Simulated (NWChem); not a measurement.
# Ca

Results from NWChem. B3LYP is NWChem's, with the RPA form of VWN correlation. Static field.

Problem. Estimate the computed values for B3LYP/def2-TZVPD. Quantities: isotropic polarisability (bohr³); anisotropy (bohr³).

Solution. 
```yaml
isotropic polarisability (bohr³): 152.5
anisotropy (bohr³): 0.0
```
